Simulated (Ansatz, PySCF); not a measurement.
Gas-phase reaction (SMILES): [F][Al]([Cl])[Cl] + O (H2O) → [OH][Al]([Cl])[Cl] + F (HF); water cleaves one Al-F bond, a model of a ligand-exchange step.

Geometries: B3LYP-D3(BJ)/def2-TZVP minima from Ansatz (a quantum-chemistry and plane-wave program), one conformer each, not searched for the lowest. Valence correlation only, unless marked. Spin-orbit coupling is left out. No relativistic terms. CBS marks a two-point X^-3 extrapolation of the correlation energy; Hartree-Fock from the larger set (for Q and 5 zeta extrapolated as (X+1)exp(-9√X)). Thermal terms are rigid-rotor harmonic-oscillator values from B3LYP-D3(BJ) frequencies (Ansatz or PySCF) at 298.15 K and 1 atm. 1 Eh = 627.5095 kcal/mol.

```json
[
 {"species": "[F][Al]([Cl])[Cl]", "E, CCSD(T)/CBS(cc-pV(Q+d)Z,cc-pV(5+d)Z) (Ansatz) (Eh)": "-1261.58029", "E, r2SCAN-D4/def2-TZVPD (Ansatz + dftd4) (Eh)": "-1262.85391", "H - E (Eh)": "0.01172"},
 {"species": "O (H2O)", "E, CCSD(T)/CBS(cc-pV(Q+d)Z,cc-pV(5+d)Z) (Ansatz) (Eh)": "-76.37670", "E, r2SCAN-D4/def2-TZVPD (Ansatz + dftd4) (Eh)": "-76.42298", "H - E (Eh)": "0.02495"},
 {"species": "[OH][Al]([Cl])[Cl]", "E, CCSD(T)/CBS(cc-pV(Q+d)Z,cc-pV(5+d)Z) (Ansatz) (Eh)": "-1237.54545", "E, r2SCAN-D4/def2-TZVPD (Ansatz + dftd4) (Eh)": "-1238.81345", "H - E (Eh)": "0.02337"},
 {"species": "F (HF)", "E, CCSD(T)/CBS(cc-pV(Q+d)Z,cc-pV(5+d)Z) (Ansatz) (Eh)": "-100.39528", "E, r2SCAN-D4/def2-TZVPD (Ansatz + dftd4) (Eh)": "-100.44728", "H - E (Eh)": "0.01259"}
]
```

**Question.** Work out ΔE and ΔH at 298.15 K at the first level, then ΔH at the second.

**Answer.** 
1. ΔE = [(-1237.54545) + (-100.39528)] - [(-1261.58029) + (-76.37670)] = 0.01626 Eh = 10.2 kcal/mol at CCSD(T)/CBS(cc-pV(Q+d)Z,cc-pV(5+d)Z).
2. The terms H - E add up to -0.00071 Eh, so ΔH = (0.01626 + (-0.00071))×627.5095 = 9.8 kcal/mol.
3. At r2SCAN-D4/def2-TZVPD the same steps give ΔE = 10.1 and ΔH = 9.7 kcal/mol, a shift of -0.1 from the first level.
4. These values are not checked against measurement here, since the tables used lack a sound gas-phase enthalpy of formation for at least one species.
